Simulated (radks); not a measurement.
Valence configurations of the erbium ion Er3+ (all share [Xe]). All-electron calculation, Dirac Kohn-Sham, LDA (Slater exchange, Perdew-Wang correlation), spin-unpolarised, spherical densities, finite nucleus; open shells fill j = l - 1/2 first; Fermi nuclear charge, rms radius 5.2516 fm. Program: a radial shooting solver on a logarithmic mesh with Libxc functionals. Energies are relative to 4f11; eigenvalues in eV.

valence	E (eV)	e(4f5/2)	e(4f7/2)	e(6p1/2)	e(6p3/2)	e(6s1/2)
4f11	0.000	-36.297	-35.137	-	-	-
4f10.5 6p0.5	9.296	-42.024	-40.829	-20.168	-	-
4f10 6s1	15.176	-47.010	-45.780	-	-	-26.486
4f10 6p1	20.780	-48.020	-46.790	-21.439	-	-
4f9 6s1 6p1	45.165	-59.792	-58.491	-23.182	-	-29.257
4f9 6p2	51.261	-60.753	-59.452	-23.635	-	-
4f8 6p3	94.236	-74.730	-73.355	-25.799	-24.335	-

NIST lists [Xe] 4f11 as the ground configuration; this level of theory agrees among the configurations tried. The energies are those of spherical spin-averaged densities, not of single terms.
